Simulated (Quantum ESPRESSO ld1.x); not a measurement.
Results of a calculation; reference values are marked as such.
One sound ld1.x (Quantum ESPRESSO 7.5) input for neutral carbon gives E = -37.4657 hartree in 21 iterations:

```
 &input
    zed=6.0,
    iswitch=1,
    rel=0,
    lsd=1,
    dft='PZ',
    config='[He] 2s2 2p2',
    prefix='ld1',
    max_out_wfc=37,
    file_charge='ld1.rho',
 /
```

Changed or added lines, one case at a time, and what came of them:

- atom='Jo' (without zed): crashed. The symbol names no element; the program warns, takes a nuclear charge of zero and dies without a result.
- config='[He] 2s2 2p2 3p3': spurious. The string holds 9 electrons for Z = 6, so the species has charge -3 and is not the one meant. The equations of the added shell fail (the log warns of at least one error in the KS equations), so the printed solution is spurious even though the residual is small.
- config='[He] 2s2 2p2 5g1': refused. The program stops in el_config with "l not found:G": the config string knows s, p, d and f alone.
- beta=1.0: harmless. The Broyden-type mixing copes: 10 iterations against 21, same energy.
- dx=0.15: harmless. The energy moves by -0.000136 hartree against the default mesh (-37.4657 hartree).
- lsd=2: refused. The program stops in ld1_readin with "lsd not correct": lsd takes 0 or 1.
- tr2=1e-1: inaccurate. The cycle stops early, after 5 iterations, and the energy is off by +0.01197 hartree against the sound run.
